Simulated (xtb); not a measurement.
In(H)(vinyl)(NH2) (C₂H₆InN), SMILES C=[CH][InH][NH2]. All values are semi-empirical tight-binding results from xtb (GFN2-xTB unless named), good for trends rather than for accurate numbers. Coordinates come from a GFN2-xTB optimisation. The structure was generated by enumeration; whether it is a known compound was not checked. One conformer was computed; it need not be the lowest.

Optimised geometry:

```xyz
10

In    -0.4198     0.2818     0.0078
H     -2.0274     0.8621    -0.3315
C      0.5479    -1.2686    -1.2327
C      1.7079    -1.7834    -0.8682
H      0.0518    -1.6096    -2.1344
H      2.2158    -2.5549    -1.4356
H      2.2144    -1.4559     0.0331
N      0.4321     0.9269     1.7479
H      0.1103     1.8253     2.0932
H      1.4463     0.9491     1.7620
```

For metal compounds this method's bond lengths and energies can be far off.

Computed properties:
| Quantity | Value |
|---|---|
| orbital gap | 3.47 eV |
| zero-point energy | 42.0 kcal/mol |
| G − E(el) at 298.15 K (modified RRHO) | 21.7 kcal/mol |

Computed atomic charges and the Wiberg bond orders between heavy atoms:
charges (e) In1 0.15, H2 -0.08, C3 -0.08, C4 -0.06, H5 0.06, H6 0.05, H7 0.07, N8 -0.41, H9 0.16, H10 0.16. Bond orders In1–C3 0.76, C3–C4 1.98, In1–N8 1.04.
